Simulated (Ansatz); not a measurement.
Species: sum formula H3Si2OCl2, net charge -1, singlet state. It need not be the lowest isomer of its formula. Whether it binds its extra electron was not tested at this geometry. 
Coordinates optimised at B3LYP-D3(BJ)/def2-TZVP (Ansatz, a quantum-chemistry and plane-wave program):
```
O
Si 1 1.6254
Si 1 1.7030 2 138.42
H 2 1.4815 1 114.63 3 -31.94
H 2 1.4885 4 108.01 1 -125.50
H 2 1.4929 4 107.32 5 -113.92
Cl 3 2.2614 1 97.44 2 64.17
Cl 3 2.2747 1 96.57 2 -33.91
```
Charge -1, spin multiplicity 1.

Basis-set convergence of Hartree-Fock and CCSD correlation energies (hartree) with Ansatz. Cores are frozen in the correlated levels unless marked. No spin-orbit coupling. Non-relativistic. This anion needs diffuse functions, which these sets lack.

```csv
basis,functions,E(HF),"E(corr, CCSD)"
cc-pV(D+d)Z,121,-1573.71038,-0.70537
cc-pV(T+d)Z,228,-1573.80196,-0.91554
cc-pV(Q+d)Z,401,-1573.82412,-0.98733
cc-pV(5+d)Z,656,[?],[?]
```

Problem. Some entries are withheld; supply them.

Solution. 
- cc-pV(5+d)Z, E(HF): -1573.82848
- cc-pV(5+d)Z, E(corr, CCSD): -1.01162
